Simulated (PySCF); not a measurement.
**Electron correlation in Sm⁺ (samarium, charge +1)**

[Xe] 4f5 5d1 6s1, one real determinant (an excited configuration). Calculation: PySCF 2.14, in x2c-TZVPPall with one added diffuse shell each of s, p, d, f type (12s8p8d5f2g, 129 functions); scalar relativity by spin-free X2C-1e. Frozen: [Ar] 3d10; 33 electrons correlated.

MP2 pair energies summed by pair of shells (mhartree):

| pair | energy | share (%) |
| --- | --- | --- |
| 4d-4d | -201.75 | 18.8 |
| 4d-4f | -194.75 | 18.2 |
| 5p-5p | -109.49 | 10.2 |
| 4d-5p | -101.17 | 9.4 |
| 4f-5p | -96.34 | 9.0 |
| 4f-4f | -56.71 | 5.3 |
| 4p-4d | -53.64 | 5.0 |
| 5s-5p | -32.59 | 3.0 |
| 4d-5s | -29.51 | 2.8 |
| 5p-5d | -26.45 | 2.5 |
| 4f-5s | -22.06 | 2.1 |
| 4p-4f | -21.85 | 2.0 |
| 5p-6s | -19.29 | 1.8 |
| 4s-4d | -17.98 | 1.7 |
| 4p-4p | -15.98 | 1.5 |
| 4p-5p | -11.04 | 1.0 |
| 4f-5d | -8.77 | 0.8 |
| 4s-4f | -7.44 | 0.7 |
| 4d-5d | -6.54 | 0.6 |
| 4p-5s | -6.11 | 0.6 |
| 5s-5s | -5.89 | 0.5 |
| 4s-4p | -5.56 | 0.5 |
| 4f-6s | -4.43 | 0.4 |
| 5d-6s | -3.67 | 0.3 |
| 5s-5d | -3.49 | 0.3 |
| 4d-6s | -3.22 | 0.3 |
| 4s-4s | -1.83 | 0.2 |
| 4s-5p | -1.19 | 0.1 |
| 5s-6s | -1.11 | 0.1 |
| 4s-5s | -0.97 | 0.1 |

Total MP2 correlation energy: -1071.8 mhartree.

Same-spin part -419.07 and opposite-spin part -652.76 mhartree; SCS-MP2 scales them by 1/3 and 6/5 to -923.00 mhartree.

The reference is one real determinant that mixes LS terms of this configuration.

This basis was not built for core-valence correlation, so the inner-shell part is incomplete.
